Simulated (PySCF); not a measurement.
Working out the ionisation energy of S⁺

S⁺ [Ne] 3s2 3p3 (4S) → S²⁺ [Ne] 3s2 3p2 (3P). Computed with PySCF 2.14 in aug-cc-pVTZ-DK (6s5p3d2f, 50 functions), with the spin-free X2C one-electron Hamiltonian (Gaussian nucleus). Frozen: [Ne]. Energies in hartree (1 hartree = 27.21139 eV):

```csv
part,S⁺ (lower),S²⁺ (upper)
UHF,-398.251797,-397.417119
MP2 opposite-spin,-0.066031,-0.056500
MP2 same-spin,-0.024340,-0.011189
```

Q: What does Hartree-Fock give?

A: (-397.417119) − (-398.251797) = 0.834678 hartree = 22.713 eV.

Q: What do MP2 and SCS-MP2 (6/5 opposite-spin, 1/3 same-spin) give?

A: The opposite-spin parts differ by 0.259 eV and the same-spin parts by 0.358 eV. MP2: 22.713 + (0.259) + (0.358) = 23.330 eV. SCS-MP2: 22.713 + 1.2 × (0.259) + (0.358)/3 = 23.143 eV.

A first-order spin-orbit estimate adds -0.062 eV to MP2 (valence), giving 23.268 eV against 23.338 eV (measured; NIST Atomic Spectra Database, ionization energies).

What remains against the reference includes basis incompleteness, the frozen core and correlation beyond second order.
